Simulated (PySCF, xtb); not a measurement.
(1S)-1-bromo-1-chloroethane (C2H4BrCl), SMILES [C@H](Cl)(Br)C.

Harmonic wavenumbers (cm⁻¹) from GFN2-xTB (xtb) at its own minimum, in rising order: 201, 233, 264, 357, 524, 634, 999, 1056, 1081, 1170, 1227, 1402, 1463, 1471, 2956, 3029, 3032, 3042.

### Question
What does PySCF with PBE-D3(BJ)/def2-SVP give at its own minimum? (An estimate is asked for; the answer gives what the named calculation found.)

### Answer
213, 264, 288, 371, 550, 653, 949, 1019, 1072, 1159, 1239, 1339, 1398, 1406, 2982, 3072, 3079, 3097. Paired by order, the mean absolute difference is 34 cm⁻¹ and the zero-point energies are 34.5 and 34.5 kcal/mol.
